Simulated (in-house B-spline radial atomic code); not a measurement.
Configurations of B, with energies counted from [He] 2s2 2p1. Level of theory: non-relativistic r2SCAN, spin-polarised, spherical fractional occupations, point nucleus; calculated with a radial B-spline atomic code at the basis-set limit. Shells without spins written out take the highest spin.

Occupations are held fixed; configurations that lie above the ionisation limit could autoionise.

| configuration | E - E(ref) (eV) | highest orbital | its <r> (bohr) |
| --- | --- | --- | --- |
| [He] 2s(0 up, 1 down) 2p(2 up, 0 down) | 6.3575 | 2p up | 2.248 |
| [He] 2s2 3d1 | 6.7935 | 3d up | 10.36 |
| [He] 2s1 2p1 3p1 | 9.9631 | 3p up | 7.713 |
| [He] 2s(1 up, 0 down) 2p(1 up, 0 down) 3p(0 up, 1 down) | 10.162 | 3p down | 8.319 |
| [He] 2s1 2p1 3d1 | 10.841 | 3d up | 10.01 |

(1) Order these further configurations by energy, lowest first.
A. [He] 2s2 3p1
B. [He] 2s(1 up, 0 down) 2p(0 up, 1 down) 3d(0 up, 1 down)
C. [He] 2s1 2p1 3s1
D. [He] 2s(0 up, 1 down) 2p(0 up, 1 down) 3s(1 up, 0 down)
E. [He] 2s1 2p2

Results:

(1) E (2.7838 eV), A (5.9486 eV), C (9.0261 eV), D (9.1774 eV), B (13.371 eV).
